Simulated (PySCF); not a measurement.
## RuN⁺: from constants to spectrum

PBE0 constants of RuN⁺, ³Δ (triplet), unpaired electrons σ ↑, δ ↑ (PySCF, scalar-relativistic core potentials, basis sets Ru def2-TZVPPD with ECP28, N def2-TZVPPD; masses 101.9043 and 14.0031 u):

* ωe: 1120.0 cm⁻¹
* ωexe: 12.7 cm⁻¹
* Be: 0.55843 cm⁻¹
* αe: 0.00459 cm⁻¹
* D (centrifugal): 5.55e-07 cm⁻¹
* De to Ru⁺ (4d7) + N: 3.46 eV

Q: Give the vibrational terms G(v) and spacings up to v = 3.

A: G(v) = ωe(v+½) − ωexe(v+½)².

```tsv
v	G(v) (cm⁻¹)	G(v) − G(v−1)	Bv (cm⁻¹)
0	557		0.5561
1	1651	1095	0.5515
2	2721	1069	0.5470
3	3764	1044	0.5424
```

Q: How well does the Morse estimate ωe²/(4ωexe) reproduce De, and what is D0?

A: It gives 3.06 eV, 88 % of the computed De. D0 = De − G(0) = 3.46 − 0.07 = 3.39 eV.

The metal atom is held in its measured ground configuration; semilocal functionals can put another filling of s and d lower by some tenths of an eV, and De to that atom would be smaller. These are scalar-relativistic numbers at best; spin–orbit coupling would shift them, the dissociation energy most. For an ion De counts to the pair picked by the measured ionisation energies or electron affinities, which need not be the lowest pair at this level. The state is the lowest single determinant that the PBE0 search found; with open d or f shells the true ground state can be another one.
